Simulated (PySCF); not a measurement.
**Unknowns**

Non-relativistic, isolated molecule, a single conformation, equivalent nuclei averaged. Coordinates at the GFN2-xTB level; J couplings at B3LYP/pcJ-1; GIAO PBE0/pcSseg-1 shieldings; PySCF 2.14.

Scale: TMS for 1H, 13C (reference shieldings calculated alike). Multiplet labels drop J under 1 Hz and among equivalent protons, and merge close values. Unscaled 3J(H,H) run several per cent high. Splittings of carbon signals by F and P are missing where no couplings were computed. Where no couplings were computed, multiplicities follow the n + 1 count of equivalent neighbours, and m marks all less simple cases (inequivalent or close neighbours, rings, F or P nearby). Acid and N–H amide carbonyl carbons lie up to 10 ppm further downfield in solution (hydrogen bonding). Shifts are as computed. Against solution values, carbons near 30 ppm lie about +3 ppm off and those near 130 ppm about +5 ppm; carbons on Cl a further +6 ppm. Of 1211 compounds with measured shifts, 218 miss one by over three times the rms of a fit or turn the order of signals round; such compounds aren't used in these exercises. Carbons bonded to Cl come out too deshielded. OH and NH positions are gas-phase values without hydrogen bonding to other molecules.

Question: C6H3FNP. 1H NMR (400 MHz, computed): δ 8.22 (m, 1H), 7.96 (m, 1H), 7.90 (m, 1H). 13C{1H} NMR (computed): δ 211.5 (C), 149.1 (C), 143.2 (CH), 138.4 (CH), 129.3 (CH), 124.6 (C). Give a structure.

Answer: `N#Cc1cccc(F)p1`. 6 carbon signals for 6 carbons: no two carbons are equivalent. Carbon types of the structure: 3 × C, 3 × CH, which accounts for all hydrogens. δC 211.5: aromatic carbon bearing fluorine; σ withdrawal by the attached heteroatom moves it downfield of the ring CH carbons. δC 149.1: substituted aromatic carbon. δC 143.2, 138.4, 129.3: aromatic CH. δC 124.6: nitrile carbon; C≡N carbons fall here, among the sp2 signals but without a proton.

This is the structure that produced the data.

Question: C7H4ClFO3. 1H NMR (600 MHz, computed): δ 7.50 (m, 1H), 5.95 (m, 1H), 5.53 (m, 1H), 5.15 (m, 1H). 13C{1H} NMR (computed): δ 173.7 (C), 170.9 (C), 162.0 (C), 148.0 (CH), 115.0 (C), 106.2 (CH2), 99.2 (CH). Give a structure.

Answer: `C=COc1oc(F)cc(=O)c1Cl`. Rings plus π bonds: 5 (1 ring in the answer). 7 carbon signals for 7 carbons: no two carbons are equivalent. Carbon types of the structure: 4 × C, 2 × CH, 1 × CH2, which accounts for all hydrogens. δC 170.9, 162.0, 115.0: unsaturated ring carbon. δC 148.0: alkene carbon bearing oxygen; an sp2 carbon further deshielded by the attached heteroatom. δC 106.2: β carbon of an enol-ether or enamine type C=C; the O or N lone pair pushes π density onto this β carbon and shields it. δC 99.2: unsaturated ring CH.

The shifts were computed for this structure.

Question: C3H2O2. 1H NMR (600 MHz, computed): δ 6.38 (br s, 1H), 2.36 (s, 1H). 13C{1H} NMR (computed): δ 157.2 (C), 84.6 (CH), 77.9 (C). Identify the compound.

Answer: `InChI=1S/C3H2O2/c1-2-3(4)5/h1H,(H,4,5)`. Rings plus π bonds: 3 (no ring in the answer). 3 carbon signals for 3 carbons: no two carbons are equivalent. Carbon types of the structure: 2 × C, 1 × CH, leaving 1 H on heteroatoms. δC 157.2: carboxylic acid carbon; lone-pair donation from the attached heteroatom keeps it upfield of a ketone carbonyl. δC 84.6: terminal alkyne carbon; sp carbons lie upfield of alkene carbons because the cylindrical π system leaves one tensor component strongly shielded. δC 77.9: alkyne carbon; the triple bond shields along its axis, which puts it between sp3 and sp2 carbons. δH 2.36: hydrogen on a terminal alkyne carbon; it lies on the axis of the triple bond, in its shielding cone.

The shifts were computed for this structure.
